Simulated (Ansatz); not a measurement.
Coupled-cluster diagnostics for [Si4]4- (Si₄⁴⁻), Ansatz.

Geometry of the singlet (r2SCAN-D4/def2-TZVPD):

Cartesian coordinates in Å:
```
Si 1.283 0.150 -0.767
Si -0.331 1.297 0.681
Si -1.108 -0.367 -0.945
Si 0.157 -1.081 1.031
```

Correlated methods freeze 20 core orbitals. A multiply charged anion in the gas phase is held together partly by the finite basis.

**Question.** Estimate the CCSD(T) correlation energy, the shares of MP2 and (T), T1 and the reference's ⟨S²⟩ for: charge -4, singlet, own geometry in def2-TZVPPD; and the rough time on 4 threads of Intel Xeon on a shared host.

**Answer.** 
```json
{"state": "charge -4, singlet, own geometry", "basis": "def2-TZVPPD", "correlation (eV)": "-16.480", "MP2 share (%)": "93.2", "(T) share (%)": "9.6", "T1": "0.021", "⟨S²⟩ (pure)": "0.00 (0.00)", "wall time": "1.7 min", "remarks": "HOMO above zero, large T1, restricted SCF unstable"}
```
Customary marks for T1 are 0.02 (closed shells), 0.045 (open shells) and about 0.05 (3d metals). T1 exceeds 0.02 in 1 of 1 rows and 0.045 in 0; the higher it lies, the less the single-reference result can be trusted.
